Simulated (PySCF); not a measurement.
Excitation energy of Ga by level of theory

Ga [Ar] 3d10 4s2 4p1 (2P) → Ga [Ar] 3d10 4s1 4p1 4d1 (high-spin determinant), as a difference of total energies. Calculation: PySCF 2.14, in x2c-TZVPPall with one added diffuse shell each of s, p, d type (7s6p5d1f, 57 functions); scalar relativity by spin-free X2C-1e. Correlated levels: valence: [Ar] 3d10 frozen; valence and next inner shell: [Ne] frozen. The calculations carry no spin-orbit coupling.

```csv
method,excitation energy (cm⁻¹)
UHF,72713
LDA,86445
PBE,83278
PBE0,81948
r2SCAN,82812
r2SCAN0,82116
wB97X,89158
PW91,83617
B97-3,83916
MP2 (valence),79038
SCS-MP2 (valence),80776
MP2 (valence and next inner shell),82184
SCS-MP2 (valence and next inner shell),83371
```

The upper state lies above the first ionisation limit, but in LS coupling its spin forbids autoionisation to the ground ion.

The promoted electron is Rydberg-like, and one or two diffuse shells describe it only roughly, which tends to raise the upper state.

The determinant of the upper state mixes LS terms, which raises its energy above the lowest term, most at the Hartree-Fock and MP2 levels.
